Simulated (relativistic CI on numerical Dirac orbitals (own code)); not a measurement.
Calculated levels, W V

Calculated at this level of theory: Dirac-Coulomb-Breit CI, orbitals from a KLI potential per configuration, QED by a radiative potential, valence Slater integrals scaled by 0.85, P86 correlation energy added to each configuration (own radial code, finite nucleus).

CI space (outside the closed core [Kr] 4d10): 4f14 5s2 5p6 5d2, 4f14 5s2 5p6 5d 6s, 4f14 5s2 5p6 6s2, 4f14 5s2 5p6 5d 6p, 4f14 5s2 5p6 5d 5f, 4f14 5s2 5p6 5d 5g, 4f14 5s2 5p6 6s 6p, 4f14 5s2 5p6 5d 7s, 4f14 5s2 5p6 5f2, 4f14 5s2 5p6 5d 6d, 4f14 5s2 5p5 5d3, 4f14 5s2 5p6 5d 7p, 4f14 5s2 5p6 6p2, 4f14 5s2 5p6 5d 7d, 4f14 5s2 5p6 5d 8s, 4f14 5s2 5p6 5d 6f, 4f13 5s2 5p6 5d3, 4f14 5s2 5p6 6s 6d, 4f14 5s2 5p6 5g2, 4f14 5s2 5p6 5d 8p, 4f14 5s2 5p6 5f 6s, 4f13 5s2 5p6 5d2 6s, 4f14 5s2 5p5 5d2 5f, 4f14 5s2 5p6 6p 6d, 4f14 5s2 5p6 5f 6p, 4f14 5s2 5p6 5g 6s, 4f14 5s2 5p5 5d2 5g, 4f14 5s 5p6 5d3, 4f14 5s2 5p5 5d2 6s, 4f13 5s2 5p6 5d2 6p, 4f14 5s2 5p6 5f 5g. Double excitations out of closed p, d and f shells are left out; levels of such configurations are missing from the list, as are those of other unlisted configurations, and high levels can miss mixing partners. These lack a partner that the ground configuration has and come out too high: 4f13 5s2 5p6 5d2 6s, 4f14 5s2 5p5 5d2 5f, 4f14 5s2 5p5 5d2 5g, 4f14 5s2 5p5 5d2 6s, 4f13 5s2 5p6 5d2 6p.

The lowest level is 4f14 5s2 5p6 5d2 3F_2, with 90 % of that term; Hund's rules for 4f14 5s2 5p6 5d2 give 3F with J = 2, in agreement.

```
No.       Configuration  Term  J   E (eV)    %  Landé g  Lifetime (s)
  1    4f14 5s2 5p6 5d2    3F  2   0.0000   90    0.698              
  2    4f14 5s2 5p6 5d2    3F  3   0.6939  100    1.083      2.45e-01
  3    4f14 5s2 5p6 5d2    3F  4   1.3009   92    1.231      4.56e-01
  4    4f14 5s2 5p6 5d2    3P  0   1.5557   94               5.79e+00
  5    4f14 5s2 5p6 5d2    1D  2   1.6402   56    1.150      1.82e-01
  6    4f14 5s2 5p6 5d2    3P  1   1.9317  100    1.501      9.28e-01
  7    4f14 5s2 5p6 5d2    1G  4   2.6390   92    1.018      1.14e-01
  8    4f14 5s2 5p6 5d2    3P  2   2.6503   64    1.317      1.02e-01
  9    4f14 5s2 5p6 5d2    1S  0   5.2917   93               1.34e-02
 10  4f14 5s2 5p6 5d 6s    3D  1   8.0274  100    0.498      1.13e-03
 11  4f14 5s2 5p6 5d 6s    3D  2   8.2309   88    1.148      1.07e-03
 12  4f14 5s2 5p6 5d 6s    3D  3   8.9522  100    1.334      1.02e-03
 13  4f14 5s2 5p6 5d 6s    1D  2   9.7048   87    1.019      8.59e-04
 14  4f14 5s2 5p6 5d 6p   3F°  2  15.2303   67    0.789      3.90e-10
 15  4f14 5s2 5p6 5d 6p   3D°  1  15.6458   73    0.678      2.20e-10
 16  4f14 5s2 5p6 5d 6p   3D°  2  16.4001   51    1.198      2.40e-10
 17  4f14 5s2 5p6 5d 6p   3F°  3  16.4860   66    1.136      3.07e-10
 18  4f14 5s2 5p6 5d 6p   3D°  2  16.9705   38    0.988      2.20e-10
 19    4f14 5s2 5p6 6s2    1S  0  17.2246   97               2.92e-06
 20  4f14 5s2 5p6 5d 6p   3D°  3  17.3749   45    1.180      1.96e-10
 21  4f14 5s2 5p6 5d 6p   3P°  1  17.4995   63    1.208      2.09e-10
 22  4f14 5s2 5p6 5d 6p   3P°  0  17.6905   99               2.17e-10
 23  4f14 5s2 5p6 5d 6p   3F°  4  18.0896  100    1.250      3.17e-10
 24  4f14 5s2 5p6 5d 6p   3P°  2  18.2531   70    1.359      2.17e-10
 25  4f14 5s2 5p6 5d 6p   1F°  3  18.4176   69    1.101      1.56e-10
 26  4f14 5s2 5p6 5d 6p   1P°  1  18.8530   65    1.114      2.39e-10
 27  4f14 5s2 5p6 6s 6p   3P°  0  23.3080   99               2.59e-10
 28  4f14 5s2 5p6 6s 6p   3P°  1  23.7883   95    1.476      2.49e-10
 29  4f14 5s2 5p6 6s 6p   3P°  2  25.2429   99    1.501      2.42e-10
 30  4f14 5s2 5p6 5d 6d    3G  3  27.1181   56    0.877      2.28e-10
 31  4f14 5s2 5p6 5d 6d    3D  1  27.1224   71    0.663      2.23e-10
 32  4f14 5s2 5p6 5d 6d    3G  3  27.4580   36    0.992      2.60e-10
 33  4f14 5s2 5p6 5d 6d    3D  2  27.4983   73    1.063      2.52e-10
 34  4f14 5s2 5p6 5d 6d    3F  2  27.6491   59    0.847      2.15e-10
 35  4f14 5s2 5p6 6s 6p   1P°  1  27.6672   82    1.022      9.60e-11
 36  4f14 5s2 5p6 5d 6d    3G  4  27.6695   85    1.056      2.66e-10
 37  4f14 5s2 5p6 5d 6d    3S  1  27.8192   37    1.381      2.67e-10
 38  4f14 5s2 5p6 5d 6d    3P  0  28.1499   79               3.13e-10
 39  4f14 5s2 5p6 5d 6d    3D  3  28.2241   57    1.184      2.69e-10
 40  4f14 5s2 5p6 5d 6d    3F  3  28.3510   77    1.113      2.15e-10
 41  4f14 5s2 5p6 5d 6d    3G  5  28.4344  100    1.200      2.76e-10
 42  4f14 5s2 5p6 5d 7s    3D  1  28.4691   71    0.755      2.53e-10
 43  4f14 5s2 5p6 5d 5f   1G°  4  28.5370   53    0.969      2.84e-10
 44  4f14 5s2 5p6 5d 7s    3D  2  28.5500   51    1.090      2.37e-10
 45  4f14 5s2 5p6 5d 6d    1P  1  28.5644   32    1.046      2.70e-10
 46  4f14 5s2 5p6 5d 6d    1D  2  28.5994   32    1.150      2.45e-10
 47  4f14 5s2 5p6 5d 6d    3F  4  28.6046   69    1.179      2.32e-10
 48  4f14 5s2 5p6 5d 5f   3F°  2  28.6771   72    0.762      1.32e-10
 49  4f14 5s2 5p6 5d 5f   3H°  4  28.7365   58    0.929      1.88e-10
 50  4f14 5s2 5p6 5d 5f   3F°  3  28.8109   67    1.024      9.38e-11
 51  4f14 5s2 5p6 5d 6d    3P  1  28.8174   64    1.656      2.51e-10
 52  4f14 5s2 5p6 5d 5f   3H°  5  28.9606   85    1.045      3.25e-10
 53  4f14 5s2 5p6 5d 6d    1G  4  29.0260   71    1.066      2.67e-10
 54  4f14 5s2 5p6 5d 5f   3G°  3  29.1122   54    0.904      6.00e-11
 55  4f14 5s2 5p6 5d 6d    3P  2  29.1441   59    1.298      2.77e-10
 56  4f14 5s2 5p6 5d 5f   1D°  2  29.2718   38    1.170      9.27e-11
 57  4f14 5s2 5p6 5d 5f   3F°  4  29.4501   56    1.132      1.79e-10
 58  4f14 5s2 5p6 5d 7s    3D  3  29.4804   99    1.334      2.44e-10
 59  4f14 5s2 5p6 5d 5f   3D°  1  29.5604   66    0.753      7.92e-11
 60  4f14 5s2 5p6 5d 5f   3H°  6  29.5983   99    1.167              
 61  4f14 5s2 5p6 5d 7s    1D  2  29.6130   66    1.051      2.56e-10
 62  4f14 5s2 5p6 5d 6d    1S  0  29.7858   77               3.42e-10
 63  4f14 5s2 5p6 5d 5f   3G°  4  29.7935   72    1.069      6.37e-11
 64  4f14 5s2 5p6 5d 5f   1D°  2  29.8380   34    1.066      9.64e-11
 65  4f14 5s2 5p6 5d 5f   3D°  3  29.9382   44    1.135      7.40e-11
 66  4f14 5s2 5p6 5d 5f   3G°  5  29.9618   86    1.181      5.48e-11
 67  4f14 5s2 5p6 5d 5f   3P°  2  30.3279   52    1.335      8.28e-11
 68  4f14 5s2 5p6 5d 5f   1F°  3  30.3281   56    1.104      6.03e-11
 69  4f14 5s2 5p6 5d 5f   3P°  1  30.4089   71    1.244      8.87e-11
 70  4f14 5s2 5p6 5d 5f   3P°  0  30.4722   97               9.53e-11
```

Energies count from the lowest computed level; ° marks odd parity; lifetimes are radiative, by E1, M1, E2 decay to levels of this space only; some are left blank where a channel outside the calculation adds to the decay or the decay crosses a small, uncertain gap.

The mean weight of the leading LS term, summed over parents, in these 70 levels is 72 %, and that of the leading jj configuration (from the same eigenvectors) 84 %, so jj coupling describes them better and the LS labels are nominal.

At this charge configurations can still be misplaced by up to about 7 % of their energy. Levels and lines within the n = 5 or 6 shells can be off by up to 10 % or somewhat more, and those that change n by about 2 %, since core polarisation is missing. 12 of the 12 excited levels that our extract of the measured tables holds in this range could be paired (the sources list more); they are missed by 2723 cm⁻¹ on average and 6231 at most, and levels without a partner can miss by more. Some levels of the ground configuration have no partner and can miss by 10 % or more. Levels that differ in their count of f electrons can be misplaced by several ten thousand cm⁻¹, since the correlation energy of f electrons is missing or only estimated; rates across such gaps can be off by orders of magnitude.

Landé's interval rule says that E(J) − E(J−1) = AJ with one A. For the ground term the intervals give A = 1865.7, 1223.9 cm⁻¹ for J = 3, 4; the multiplet is regular.

LS names give the leading component of a level, which can be under half, so a name can repeat, a term be missing and a line seem to break the LS rules.
